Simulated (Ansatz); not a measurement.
Consider the cleavage of the Si–Si bond: `C[Si@@H](O)[Si@H](O)Cl` + `N[SiH](O)O` → `O[SiH](O)N[SiH](O)Cl` + `C[SiH2]O`.

Gas-phase electronic energies from Ansatz, PBE0-D4/def2-TZVP geometries. CCSD(T)/CBS adds triple-zeta CCSD(T) − MP2 to the extrapolated MP2 energy (def2 sets, frozen cores). This one scheme is used for every species. Functionals use def2-TZVPP. B3LYP here is the variant with VWN-RPA as its local correlation; programs differ in this. Each species was taken in one conformer, which may not be the lowest.

**Question.** Is it downhill or uphill in electronic energy at CCSD(T)/CBS, and by how much? (An estimate is asked.)

**Answer.** Computed: Downhill: ΔE = -1.05 eV.

**Question.** What do these levels give: r2SCAN-D4, B3LYP-D4, ωB97X-V, r2SCAN, B3LYP, HF/def2-TZVPP, MP2/def2-TZVPP, CCSD/def2-TZVPP, HF/def2-QZVPP, MP2/def2-QZVPP, SCS-MP2/def2-QZVPP, HF/CBS(def2)? (An estimate is asked.)

**Answer.** Ansatz gave: r2SCAN-D4 -1.02, B3LYP-D4 -1.01, ωB97X-V -1.02, r2SCAN -1.01, B3LYP -0.98, HF/def2-TZVPP -1.17, MP2/def2-TZVPP -1.13, CCSD/def2-TZVPP -1.08, HF/def2-QZVPP -1.18, MP2/def2-QZVPP -1.12, SCS-MP2/def2-QZVPP -1.11, HF/CBS(def2) -1.18 eV.

Largest T1 diagnostic among the species: 0.011.

The D4 term adds −0.03 eV with B3LYP and −0.02 eV with PBE0; it sums over pairs of atoms, weighted by their polarisabilities, and B3LYP, whose exchange is more repulsive, gets the larger term. From PBE to PBE0 (25 % exact exchange), in def2-TZVPP and without D4, ΔE moves by −0.10 eV.
